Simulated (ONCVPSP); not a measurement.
## An all-electron radial function and its pseudo partner (Mo (Z = 42))

Columns: radius, all-electron u(r) and pseudo u(r) of the 4s shell (level -65.67 eV) of molybdenum in the configuration [Ar] 3d10 4s2 4p6 4d5 5p1; PBEsol, scalar-relativistic, ONCV scheme, ONCVPSP 4.0.1.

```
r (bohr)  all-electron  pseudo
   0.110        0.3781  0.0295
   0.220       -0.2784  0.0918
   0.330       -0.5964  0.2033
   0.440       -0.3198  0.3611
   0.550        0.1650  0.5500
   0.660        0.6027  0.7476
   0.770        0.9026  0.9249
   0.880        1.0602  1.0487
   0.990        1.1042  1.0962
   1.100        1.0697  1.0682
   1.210        0.9880  0.9879
   1.320        0.8826  0.8825
   1.430        0.7696  0.7695
   1.540        0.6590  0.6589
   1.650        0.5565  0.5565
   1.760        0.4649  0.4649
   1.870        0.3851  0.3850
   1.980        0.3167  0.3167
   2.090        0.2591  0.2590
   2.200        0.2109  0.2109
   2.310        0.1710  0.1710
   2.420        0.1382  0.1382
   2.530        0.1114  0.1114
   2.640        0.0896  0.0896
   2.750        0.0719  0.0719
   2.860        0.0576  0.0576
```

**Question.** How many radial nodes do the two functions have?

**Answer.** The all-electron 4s function has n − l − 1 = 3 (the table is too coarse to show those close to the nucleus); the pseudo-wave has 0, since the states of the same l below it are removed with the core.

**Question.** At about which radius was the pseudo-wave matched?

**Answer.** 1.25 bohr, where the columns begin to agree (steps of 0.11 bohr).

**Question.** Is the pseudo-wave norm-conserving?

**Answer.** Yes: the ONCV scheme keeps the norm inside the radius equal to the all-electron one, which fixes the energy derivative of the logarithmic derivative at the level.
